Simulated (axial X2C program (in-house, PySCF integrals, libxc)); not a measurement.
# Spin–orbit effects along a row: molecules with I, MP2

Computed with an in-house relativistic program for diatomic molecules, spin-free (one-electron X2C) or two-component (2c: spin–orbit coupling with atomic mean-field Coulomb and Gaunt terms, which also bring small scalar terms), in Dyall basis sets with cores contracted in-house; open shells are unrestricted.

Basis sets: Al dyall-v3z, Cl dyall-av3z, I dyall-cv3z, Mg dyall-cv3z, Na dyall-cv3z, Si dyall-v3z. Frozen shells (counts by l): NaI I 4s3p2d, Na 2s1p, 8 electrons correlated; MgI I 4s3p2d, Mg 2s1p, 9 electrons correlated; AlI I 4s3p2d, Al 2s1p, 10 electrons correlated; SiI I 4s3p2d, Si 2s1p, 11 electrons correlated; ICl I 4s3p2d, Cl 2s1p, 14 electrons correlated. Where the outer core of a metal is frozen, bonds come out longer and ionisation energies lower. Frozen cores can differ along the series, which adds to the trend.

```tsv
molecule	spin-free state	Re (Å)	ωe (cm⁻¹)	De (eV)	2c state	Re 2c (Å)	ωe 2c (cm⁻¹)	De 2c (eV)
NaI	M_S = 0, Λ = 0	2.753	252.2	3.28	Ω = 0	2.755	251.3	3.00
MgI	?	?	?	?	?	?	?	?
AlI	M_S = 0, Λ = 0	2.555	318.5	3.92	Ω = 0	2.558	317.2	3.63
SiI	M_S = 1/2, Λ = 1	2.451	365.2	3.10	Ω = 1/2	2.451	365.5	2.88
ICl	M_S = 0, Λ = 0	2.323	402.9	2.39	Ω = 0	2.333	393.0	2.13
```

Question: Estimate the 2c Re and ωe of MgI as the mean of its neighbours in the table.

Answer: Re ≈ 2.656 Å, ωe ≈ 284.2 cm⁻¹. The MP2 runs give the row below, so the estimate misses by 0.062 Å and -33.1 cm⁻¹.

```
molecule   spin-free state  Re (Å)  ωe (cm⁻¹)  De (eV)  2c state  Re 2c (Å)  ωe 2c (cm⁻¹)  De 2c (eV)
     MgI  M_S = 1/2, Λ = 0   2.591      319.2     2.39   Ω = 1/2      2.594         317.4        2.11
```

Each entry is the lowest single determinant of a limited PBE0 search at one distance. De goes to single-determinant-based atoms at the same level (for ions the charge split of lowest energy) and is withheld (n/a) where an atom does not fit its ground term or J level. Main or longest-lived isotopes. Some light 2c atoms are not at their ground J level, so De misses part of their lowering (0.04 eV or less).
